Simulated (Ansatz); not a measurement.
SiH(vinyl)3 (C₆H₁₀Si), relaxed as a singlet with RKS B3LYP-D4/def2-SVP in Ansatz, starting from the GFN2-xTB geometry. Force threshold 0.02 eV/Å.

Start:

```xyz
17

Si   -0.0938   -0.1166   -0.1337
H    -0.8224   -0.9405   -1.1065
C     0.1803    1.6309   -0.8014
C    -0.3864    2.1276   -1.8892
H     0.8549    2.2703   -0.2421
H    -1.0663    1.5440   -2.4890
H    -0.2040    3.1344   -2.2353
C     1.5982   -0.8654    0.2537
C     2.1479   -1.8809   -0.3924
H     2.1563   -0.4206    1.0707
H     1.6462   -2.3660   -1.2142
H     3.1207   -2.2766   -0.1395
C    -1.0549    0.0198    1.4887
C    -2.1511   -0.6598    1.7842
H    -0.6703    0.7120    2.2300
H    -2.5856   -1.3614    1.0905
H    -2.6697   -0.5513    2.7255
```

```tsv
step	energy (eV)	largest force component (eV/Å)	SCF passes
1	-14255.0676	1.020	15
2	-14255.1514	0.283	19
3	-14255.1584	0.132	19
4 (rejected)	-14255.1582	0.100	20
5	-14255.1615	0.031	20
6	-14255.1644	0.031	19
7	-14255.1658	0.087	18
8	-14255.1663	0.032	15
9	-14255.1666	0.003	20
```

Force components are those of the run's own axes.

End:

```xyz
17

Si   -0.045   -0.054   -0.063
H    -0.788   -0.890   -1.053
C     0.136    1.686   -0.743
C    -0.359    2.083   -1.923
H     0.681    2.428   -0.140
H    -0.912    1.399   -2.577
H    -0.238    3.108   -2.295
C     1.650   -0.806    0.227
C     2.096   -1.908   -0.391
H     2.321   -0.316    0.947
H     1.482   -2.449   -1.121
H     3.092   -2.324   -0.202
C    -1.007   -0.011    1.549
C    -2.167   -0.653    1.745
H    -0.599    0.575    2.385
H    -2.635   -1.256    0.957
H    -2.707   -0.610    2.698
```

By distances, no bond broke or formed. The bond that changes most is Si1–H2, from 1.47 to 1.49 Å (atoms count from 1).

No frequencies were taken in this run, so the end may be a saddle point.

Run time 67 s (4 threads of Intel Xeon on a shared host).
